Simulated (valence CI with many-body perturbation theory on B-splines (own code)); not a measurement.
Eu⁵⁰⁺: input, log and results

Calculated by configuration interaction combined with many-body perturbation theory (CI+MBPT): three valence electrons over a frozen Dirac-Fock core [Ne], radial functions for each j: 6 s, 6 p, 5 d, 3 f, 1 g, with the one-electron correlation potential Σ1 (screened to all orders), the two-electron term Σ2, the three-electron term Σ3, Breit, model QED; selected single and double excitations, second order for the rest, scaled by the run's own slope (own B-spline code, finite nucleus).

Command, and the settings that its task file holds:

```sh
python run_cv.py task.json out
```

```
atom Eu  Z=63  mass_number=153  rms_radius_fm=5.1115
core [Ne]
valence 3s2 3p1
avg = 1
basis = S
breit = 1
cap = 10000
capref = 1200
cscale = 1
de = 0.0
dress = 0
eps = 2e-08
extrap = 1
h = 0.8
hh = 1
l2 = 3
lcore = 6
maxit = 60
n2 = 5
natural = 1
nlev = 20
nno = [3, 3, 3, 2, 1]
nroot = 26
nsp = [3, 3, 2, 1, 0]
pt2 = 1
qed = 1
rpa = 1
s1 = 1
s2 = 1
s3 = 1
screen = 1
tol = 2e-05
whole = 1
```

It took 6.3 s on 1 thread of Arm Neoverse V1, with other jobs on the host.

Log. The first blocks belong to the next ion, which gives the ionisation energy. Fields: 2J, parity (1 odd), roots, reference size, generating configurations, candidates as configurations/state functions, variational space P, stored matrix elements, Davidson steps; e2 is the range of second-order energies in hartree. The first line gives the box (bohr), its intervals, the orbitals and the steps of their self-consistent field. Window is the range of levels sought, series limit the energy at which the first omitted orbital would enter, core excitation an estimate of the first excitation out of the core, left out the lowest levels not solved, and shifts from estimates the range by which levels moved from their first estimate, all in cm⁻¹.

```
rmax 1.7 intervals 32 orbitals 36 references ['3s2 3p', '3s 3p2', '3s2 3d', '3s 3p 3d', '3p3'] scf 2 t 0.4
2J=0 par=0 roots 2 ref 15 generators 4 cand 92/92 P 107/107 nnz 0 it 0
   second order: generators 7 cand 0/0 e2 -0.00000 -0.00000
reference levels 433, estimated 42, window 4231270 1/cm; series limit 24342126, core excitation 47873292
2J=1 par=1 roots 3 ref 37 generators 7 cand 270/398 P 929/1386 nnz 0 it 3
2J=1 par=1 roots 3 ref 37 generators 9 cand 221/325 P 993/1482 nnz 0 it 3
   second order: generators 10 cand 377/565 e2 -0.00000 -0.00000
2J=1 par=0 roots 3 ref 41 generators 7 cand 558/834 P 749/1096 nnz 0 it 0
2J=1 par=0 roots 3 ref 41 generators 9 cand 415/619 P 930/1365 nnz 0 it 4
   second order: generators 10 cand 234/350 e2 -0.00000 -0.00000
2J=3 par=1 roots 6 ref 60 generators 13 cand 250/553 P 1170/2405 nnz 0 it 4
2J=3 par=1 roots 6 ref 60 generators 13 cand 205/435 P 1243/2579 nnz 1.1e+06 it 4
   second order: generators 16 cand 588/1306 e2 -0.00000 -0.00000
2J=3 par=0 roots 5 ref 65 generators 9 cand 587/1281 P 928/1833 nnz 0 it 5
2J=3 par=0 roots 5 ref 65 generators 12 cand 448/991 P 1111/2229 nnz 0 it 5
   second order: generators 16 cand 505/1190 e2 -0.00000 -0.00000
2J=5 par=0 roots 4 ref 63 generators 9 cand 485/1248 P 975/2045 nnz 0 it 4
2J=5 par=0 roots 4 ref 63 generators 12 cand 416/1058 P 1085/2320 nnz 0 it 5
   second order: generators 16 cand 546/1464 e2 -0.00000 -0.00000
2J=5 par=1 roots 4 ref 55 generators 6 cand 272/689 P 1150/2559 nnz 1.1e+06 it 3
2J=5 par=1 roots 4 ref 55 generators 10 cand 220/533 P 1215/2753 nnz 1.3e+06 it 4
   second order: generators 12 cand 401/1006 e2 -0.00000 -0.00000
2J=7 par=1 roots 2 ref 36 generators 3 cand 397/956 P 917/1988 nnz 0 it 3
2J=7 par=1 roots 2 ref 36 generators 5 cand 283/668 P 1009/2206 nnz 0 it 3
   second order: generators 7 cand 191/450 e2 -0.00000 -0.00000
left out: unestimated 6164520, estimated 5106979, shifts from estimates -1 to 0
operators 0.4
```

The Davidson iterations converged. The settings are bad on purpose, so the numbers may not be properties of the ion.

No measured spectrum was set against this ion. As an estimate, large intervals hold to a few tenths of a per cent, small ones and those within an open d or f shell to about a per cent.

```yaml
Valence_energy: -517.7071 hartree
Ionisation_energy: "4514.6 eV (NIST: 4513 ± 4 eV (theoretical))"
Reference_configurations_for_the_orbitals: 3s2 3p, 3s 3p2, 3s2 3d, 3s 3p 3d, 3p3
Radial_orbitals: 36
Box_radius: 1.653 bohr
Largest_variational_space: 2753
Lowest_levels: (3s^2 3p1/2) J=1/2 0.00, (3s 3p1/2^2) J=1/2 129.34, (3s^2 3p3/2) J=3/2 169.90, (3s 3p1/2 3p3/2) J=3/2 [a] 275.94, (3s 3p1/2 3p3/2) J=5/2 290.22, (3s 3p1/2 3p3/2) J=3/2 [b] 308.50, (3s 3p1/2 3p3/2) J=1/2 316.84, (3s^2 3d3/2) J=3/2 359.51, (3s^2 3d5/2) J=5/2 390.69, (3p1/2^2 3p3/2) J=3/2 437.54, (3s 3p1/2 3d3/2) J=3/2 [a] 451.43, (3s 3p3/2^2) J=5/2 458.41, (3s 3p1/2 3d3/2) J=5/2 461.89, (3s 3p1/2 3d3/2) J=1/2 483.14 eV
```

Levels are named by their leading jj configuration (3d3/2^4 stands for four electrons in 3d with j = 3/2), which in mixed levels can hold well under half, so a name can repeat and another be missing. Letters in brackets count levels of one name in rising energy.
